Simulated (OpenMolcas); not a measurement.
# Ti2+: ligand-field states by method

Ti2+ with its 6 nearest fluoride ions at 2.163 Å, on the Cd site of idealised cubic KCdF3 (a = 4.302 Å, distance in the model lattice 2.151 Å). The rest of the host is ab initio model potentials to 7.6 Å, with orthogonalisation functions on the cations behind the ligands, and point charges beyond; the distance is set by hand and nothing relaxes. Ligand basis ANO-RCC-VDZP.

```
Program             : OpenMolcas 26.06
Basis               : ANO-RCC-VDZP [5s4p2d1f]
Scalar Hamiltonian  : DKH2, point nucleus
Active space        : 2 electrons in 5 orbitals (3d)
State averaging     : 2S+1 = 3 even, 10 roots; 2S+1 = 1 even, 15 roots
Spin-orbit coupling : RASSI with atomic mean-field integrals over the reference wave functions
```

I. CASSCF
II. SS-CASPT2, IPEA 0.25 Eh, imaginary shift 0.1 Eh (closed shells correlated: 3s 3p and the ligand valence shells)

Spin-free states (labels of O, the rotations of Oh) in cm-1, each column counted from its own energy of the first state listed:

```json
{"State": "3T1", "Degeneracy": "3", "I": "0", "II": "0"}
{"State": "3T2", "Degeneracy": "3", "I": "10354", "II": "11440"}
{"State": "1T2", "Degeneracy": "3", "I": "11932", "II": "9390"}
{"State": "1E", "Degeneracy": "2", "I": "12172", "II": "9950"}
{"State": "3T1", "Degeneracy": "3", "I": "22177", "II": "20560"}
{"State": "3A2", "Degeneracy": "1", "I": "22338", "II": "24300"}
{"State": "1A1", "Degeneracy": "1", "I": "23843", "II": "19760"}
{"State": "1T2", "Degeneracy": "3", "I": "24561", "II": "22970"}
{"State": "1T1", "Degeneracy": "3", "I": "27176", "II": "25700"}
{"State": "1E", "Degeneracy": "2", "I": "36781", "II": "36010"}
{"State": "1A1", "Degeneracy": "1", "I": "55673", "II": "49660"}
```

From I to II, I's first state of the same spin (3T2) moves from 10354 to 11440 cm-1, by about +1100 cm-1.

From I to II, I's first state of another spin (1T2) moves from 11932 to 9390 cm-1, by about -2500 cm-1.

I: A least-squares ligand-field fit to the states below 45000 cm-1, each weighted by its degeneracy and with a free common offset, gives 10Dq = 12110 cm-1, B = 861 cm-1 and C = 3207 cm-1 (C/B = 3.73), with an rms deviation of 200 cm-1. The same method and metal basis give the free ion B = 884 cm-1 (fit to its terms below 60000 cm-1, rms deviation 77 cm-1), so the nephelauxetic ratio is β = 861 / 884 = 0.97; it hangs on how both fits weigh the states, and computed free-ion B values tend to be too large, so β mixes covalency with correlation.

II: A least-squares ligand-field fit to the states below 45000 cm-1, each weighted by its degeneracy and with a free common offset, gives 10Dq = 13135 cm-1, B = 687 cm-1 and C = 2700 cm-1 (C/B = 3.93), with an rms deviation of 288 cm-1. The same method and metal basis give the free ion B = 805 cm-1 (fit to its terms below 60000 cm-1, rms deviation 737 cm-1), so the nephelauxetic ratio is β = 687 / 805 = 0.85; it hangs on how both fits weigh the states, and computed free-ion B values tend to be too large, so β mixes covalency with correlation.

From I to II, 10Dq changes by +8 %, B by -20 % and C by -16 %.

χT at 300 K: I 1.09, II 1.09 cm3 K/mol.

Roots that are degenerate in the reference are averaged as groups; the widest CASPT2 spread within a group is 190 cm-1 (the 3-fold group of multiplicity 3 near 0 cm-1 above the lowest state of its run, II). Shifts and gaps below about the spread of the groups concerned are not significant. Over all roots computed the reference weight is 0.74 to 0.75 in II; a low but even weight reflects the number of correlated electrons. An orbital triplet at a regular site is open to Jahn-Teller coupling, which can distort the site and quench the lowest spin-orbit gaps and is left out. Ligand-to-metal charge-transfer states are missing. With no ligand orbital active B as a rule stays too high, so bands that hang on it stand too high and its fall with covalency is understated. Without dynamic correlation the repulsion within the d shell is too large (B by tens of per cent), so at a given field states of lower spin stand too high (holds for I). With metal d orbitals alone and no dynamic correlation 10Dq can be off by a tenth to a fifth, either way, in oxide and fluoride hosts (holds for I). With one d shell and no ligand orbital active, 10Dq can be off by tens of per cent for divalent 3d ions, low with halides held by bare charges and at times high in hosts (holds for II). Free-ion shares, where given, are those of the reference states; single-state CASPT2 does not remix them (holds for II). No measured value stands beside these numbers; the geometry was set by hand and not optimised.
